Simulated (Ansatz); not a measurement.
Consider the ligand exchange at the Si–N bond: `[SiH3]N[AsH2]` + `[OH][GeH2][SH]` → `[SiH3][O][GeH2][SH]` + `N[AsH2]`.

Computed with Ansatz on PBE0-D4/def2-TZVP structures; ΔE is electronic, products minus reactants. CCSD(T)/CBS adds triple-zeta CCSD(T) − MP2 to the extrapolated MP2 energy (def2 sets, frozen cores). For As, Ge outer-core shells are correlated without core-valence functions, which leaves a few kJ/mol of doubt a bond. Scalar relativity is left out up to krypton. Each species was taken in one conformer, which may not be the lowest.

```json
{"species": "`[SiH3]N[AsH2]`", "CCSD(T)/CBS(def2) energy (Eh)": "-2582.40077"}
{"species": "`[OH][GeH2][SH]`", "CCSD(T)/CBS(def2) energy (Eh)": "-2551.50958"}
{"species": "`[SiH3][O][GeH2][SH]`", "CCSD(T)/CBS(def2) energy (Eh)": "-2841.82795"}
{"species": "`N[AsH2]`", "CCSD(T)/CBS(def2) energy (Eh)": "-2292.09958"}
```

Task: Work out ΔE.

Result: ΔE = (-2841.82795) + (-2292.09958) − (-2582.40077) − (-2551.50958) = -0.01718 Eh = -10.8 kcal/mol.

Largest T1 diagnostic among the species: 0.012.

In def2-TZVPP, CCSD(T) changes the Hartree–Fock value by +2.2 kcal/mol (the triples alone add +0.3 kcal/mol) and MP2 by +2.5 kcal/mol.
